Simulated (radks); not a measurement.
Results of a calculation; reference values are marked as such.
Valence configurations of Ru I (all share [Kr]). Level of theory: Dirac Kohn-Sham, PBEsol, spin-unpolarised, spherical densities, finite nucleus; open shells are shared between the two j in proportion to 2j + 1; Fermi nuclear charge, rms radius 4.4809 fm (a radial shooting solver on a logarithmic mesh with Libxc functionals). Energies are relative to 4d7 5s1; eigenvalues in eV.

valence,E (eV),e(4d3/2),e(4d5/2),e(5p1/2),e(5p3/2),e(5s1/2)
4d7 5s1,0.000,-5.413,-5.091,-,-,-4.269
4d6 5s2,1.675,-7.888,-7.536,-,-,-5.228
4d6.5 5s1.5,0.650,-6.608,-6.271,-,-,-4.743
4d7 5p1,3.516,-6.976,-6.648,-1.807,-1.678,-
4d6 5s1 5p1,5.675,-9.364,-9.007,-2.220,-2.049,-6.214
4d5 5s2 5p1,9.478,-12.061,-11.673,-2.675,-2.459,-7.121
4d5 5s1 5p2,14.160,-13.312,-12.920,-3.279,-3.042,-7.893
4d7.5 5s0.5,-0.314,-4.317,-4.009,-,-,-3.814
4d6 5p2,9.880,-10.654,-10.292,-2.851,-2.660,-
4d5 5s1.5 5p1.5,11.796,-12.701,-12.311,-2.988,-2.762,-7.520

NIST lists [Kr] 4d7 5s1 as the ground configuration; this level of theory puts 4d7.5 5s0.5 lower, by 0.314 eV. The energies are those of spherical spin-averaged densities, not of single terms.
